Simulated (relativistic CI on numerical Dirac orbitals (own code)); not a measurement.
**Hyperfine structure of Ag XI, mass number 107**

Computed by Dirac-Coulomb-Breit CI, separate exchange-only KLI orbitals for each configuration, model QED (radiative potential, 1s self-energy scaled to tabulated hydrogen-like ionisation energies), unscaled Slater integrals (own radial code, finite nucleus).

Configurations in the expansion (outside the closed core [Ar] 3d10): 4s²4p⁶4d, 4s²4p⁵4d², 4s²4p⁶4f, 4s²4p⁶5s, 4s4p⁶4d², 4s²4p⁶5p, 4s²4p⁵4d4f, 4s²4p⁶5d, 4s4p⁶4d4f, 4s²4p⁶6s, 4s²4p⁵4d5s, 4s²4p⁶5f, 4s²4p⁶6p, 4s²4p⁶5g, 4p⁶4d³, 4p⁵4d⁴, 4p⁵4d³4f. Double excitations out of closed p, d and f shells are left out; levels of such configurations are missing from the list, as are those of other unlisted configurations, and high levels can miss mixing partners. These lack a partner that the ground configuration has and come out too high: 4s²4p⁵4d5s.

Nuclear spin I = 1/2, μ = -0.11352 μN (tables of Stone and Pyykkö). The electronic factors are computed for point nuclear moments, without core polarisation or the Bohr-Weisskopf and QED corrections.

| Level | E (cm⁻¹) | A (MHz) |
| --- | --- | --- |
| 4s²4p⁶4d ²D3/2 | 0 | -546.2 |
| 4s²4p⁶4d ²D5/2 | 7879 | -233.9 |
| 4s²4p⁶5s ²S1/2 | 432380 | -9740 |
| 4s²4p⁵4d² ⁴D°1/2 | 435972 | -295 |
| 4s²4p⁵4d² ⁴D°3/2 | 438196 | -466.8 |
| 4s²4p⁵4d² ⁴D°5/2 | 442210 | -365.9 |
| 4s²4p⁵4d² ⁴D°7/2 | 448507 | -321.2 |
| 4s²4p⁵4d² ⁴G°9/2 | 457700 | -697.4 |

Levels with J = 0, under 50 % of one LS term, or S terms without an open s electron are left out. Small factors come from cancelling terms and can be off by tens of per cent or more.

At this charge energies of transitions that change n are usually good to better than 1 %, and those within a shell (Δn = 0) to a few per cent.

Question: Give the hyperfine levels of 4s²4p⁶4d ²D3/2 relative to its centre of gravity.

Answer: With K = F(F + 1) − I(I + 1) − J(J + 1), E = AK/2: F = 1: 682.7, F = 2: -409.6 MHz.

LS names give the leading component of a level, which can be under half, so a name can repeat, a term be missing and a line seem to break the LS rules.
